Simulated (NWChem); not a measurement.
System: BSiH₄F; SMILES FB[SiH3]

```xyz
7

B     -0.5503    -0.7789     0.0000
F      0.2983    -1.8050    -0.0001
H     -1.7418    -1.0608     0.0001
Si     0.1161     1.1508     0.0002
H     -0.4316     1.8585     1.2157
H     -0.4390     1.8621    -1.2097
H      1.6159     1.2816    -0.0040
```
Atoms are numbered in this order, from 1.

Level: PBE-D3(BJ)/def2-SVP (NWChem), optimised geometry, unscaled harmonic frequencies. 

Task: List the harmonic frequencies with IR intensities, and the thermochemistry.

Result: 
```tsv
frequency (cm⁻¹)	IR intensity (km/mol)
60	0.4
232	4.1
411	22.3
474	11.2
654	21.8
787	0.6
840	127.7
896	32.8
907	33.9
1077	41.3
1283	208.8
2141	29.9
2146	77.3
2168	88.4
2509	153.4
```

The zero-point energy is 23.7 kcal/mol and the thermal correction to the enthalpy at 298.15 K (with zero-point energy) is 27.5 kcal/mol. The heat capacity Cv comes out as 16.1 cal/(mol K) and the entropy at 298.15 K and 1 atm (symmetry number 1) is 71.1 cal/(mol K). The dipole moment comes out as 0.31 D.

Rigid rotor and harmonic oscillator; modes under 100 cm⁻¹ make the entropy uncertain.
